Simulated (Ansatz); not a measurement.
Mulliken charges of C3H5AlS (`S[CH]1C=[CH][AlH]1`) from ωB97M-V/def2-TZVPP in Ansatz (PBE0-D4/def2-TZVP geometry).

```csv
atom,x (Å),y (Å),z (Å),charge (e)
S1,-1.984,0.977,-0.061,-0.185
C2,-0.215,0.749,-0.276,-0.247
C3,0.469,-0.096,0.784,-0.017
C4,1.038,-1.233,0.333,-0.318
Al5,0.321,-0.804,-1.383,0.412
H6,-1.987,1.701,1.076,0.093
H7,0.273,1.713,-0.427,0.122
H8,0.466,0.232,1.828,0.111
H9,1.567,-1.922,0.980,0.099
H10,0.136,-1.368,-2.852,-0.071
```

**Question.** By hand: the dipole of these point charges (1 e Å = 4.8032 D).

**Answer.** Σ q r = (0.260, -0.003, -0.059) e Å, of length 0.267 e Å = 1.28 D.

**Question.** How does the dipole of the full density compare? (An estimate is asked.)

**Answer.** Ansatz gave: (0.334, -0.004, 0.063) e Å, 1.63 D; the point charges give 0.79 times that, at 23° from its direction.

Point charges leave out the atoms' own dipoles, such as those of lone pairs, and Mulliken's split depends on the basis, so the two needn't agree.
